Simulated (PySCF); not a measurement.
**Electric field gradients and quadrupole coupling constants**

C₇H₁₀NP.
Geometry (PBE0-D3(BJ)/def2-SVP, Å), atoms numbered from 1 in this order:
```xyz
19
C7H10NP angstrom
C      3.073   -0.574   -1.242
C      1.798   -0.575   -0.457
C      0.599   -0.106   -0.933
N     -0.433   -0.220   -0.038
C     -1.747    0.292   -0.296
C     -2.927   -0.606   -0.093
C     -2.505   -0.224   -1.480
C     -0.054   -0.764    1.149
P      1.616   -1.184    1.211
H      2.914   -0.195   -2.263
H      3.500   -1.585   -1.324
H      3.839    0.060   -0.767
H      0.392    0.323   -1.915
H     -1.868    1.351   -0.040
H     -2.724   -1.630    0.230
H     -3.834   -0.165    0.326
H     -3.115    0.486   -2.044
H     -2.017   -0.991   -2.085
H     -0.813   -0.882    1.923
```

Field gradients from the PBE0/pcSseg-1 density (PySCF, non-relativistic), principal values in atomic units, ordered |Vxx| ≤ |Vyy| ≤ |Vzz|:

```csv
atom,Vxx,Vyy,Vzz
N4,0.2223,0.3799,-0.6021
```

Find the asymmetry η = (Vxx − Vyy)/Vzz and the couplings χ = eQV/h (234.96 MHz × Q in barn × V in au), with Q(14N) = 0.02044 b.

```csv
atom,environment,nucleus,η,χzz (MHz),χxx (MHz),χyy (MHz)
N4,pyrrole-type nitrogen,14N,0.26,-2.892,1.068,1.824
```

What is Vzz at N4 in SI units (1 au = 9.71736 × 10²¹ V/m²)?

-0.6021 au = -5.851 × 10²¹ V/m².

And the gradient at the other heavy atoms, for which no coupling is worked out here?

```tsv
atom	environment	Vzz (au)	η
C1	benzylic-type carbon	0.075	0.02
C2	substituted aromatic carbon	0.197	0.29
C3	aromatic CH next to a ring nitrogen	-0.211	0.47
C5	sp3 carbon bound to nitrogen	0.333	0.73
C6	three-membered-ring carbon	0.183	0.08
C7	three-membered-ring carbon	0.183	0.08
C8	aromatic CH next to a ring nitrogen	-0.244	0.06
P9	phosphorus bonded to 2 C	-1.025	0.50
```

Were the hydrogens deuterons (Q(2H) = 0.00286 b), χzz would run from 195 kHz (H12 and H11) to 209 kHz (H19).

Geometry: PBE0-D3(BJ)/def2-SVP, one conformer, isolated molecule. These gradients aren't converged with respect to the basis.
